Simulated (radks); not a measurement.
Bi IV, 80 electrons, occupied as [Xe] 4f12 5d10 6s2 6p2 (not the ground configuration). All-electron calculation, Dirac Kohn-Sham, BLYP, spin-unpolarised, spherical densities, finite nucleus; open shells fill j = l - 1/2 first; Fermi nuclear charge, rms radius 5.5211 fm. Program: a radial shooting solver on a logarithmic mesh with Libxc functionals.

Unscreened Slater integrals over Kohn-Sham orbitals (hartree). Large and small components are both included. Empty in this configuration: 6p3/2.

integral,value
"F0(6p1/2,6p1/2)",0.41646
"F0(6p1/2,6s1/2)",0.44162
"G1(6p1/2,6s1/2)",0.30052
"F0(6p1/2,5d5/2)",0.50147
"G3(6p1/2,5d5/2)",0.065650
"F0(6p1/2,5d3/2)",0.50377
"G1(6p1/2,5d3/2)",0.070072
"F0(6p1/2,6p3/2)",0.39615
"G2(6p1/2,6p3/2)",0.21125
"F0(6s1/2,6s1/2)",0.47380
"F0(6s1/2,5d5/2)",0.55683
"G2(6s1/2,5d5/2)",0.11045
"F0(6s1/2,5d3/2)",0.56003
"G2(6s1/2,5d3/2)",0.10107
"F0(6s1/2,6p3/2)",0.41638
"G1(6s1/2,6p3/2)",0.25407
"F0(5d5/2,5d5/2)",0.78600
"F2(5d5/2,5d5/2)",0.41454
"F4(5d5/2,5d5/2)",0.27942
"F0(5d5/2,5d3/2)",0.79748
"F2(5d5/2,5d3/2)",0.42023
"G2(5d5/2,5d3/2)",0.41945
"G4(5d5/2,5d3/2)",0.28288
"F0(5d5/2,6p3/2)",0.46274
"F2(5d5/2,6p3/2)",0.15123
"G1(5d5/2,6p3/2)",0.050488
"G3(5d5/2,6p3/2)",0.046141
"F0(5d3/2,5d3/2)",0.80962
"F2(5d3/2,5d3/2)",0.42695
"F0(5d3/2,6p3/2)",0.46459
"F2(5d3/2,6p3/2)",0.14702
"G1(5d3/2,6p3/2)",0.045493
"G3(5d3/2,6p3/2)",0.042669
"F0(6p3/2,6p3/2)",0.37946
"F2(6p3/2,6p3/2)",0.20897
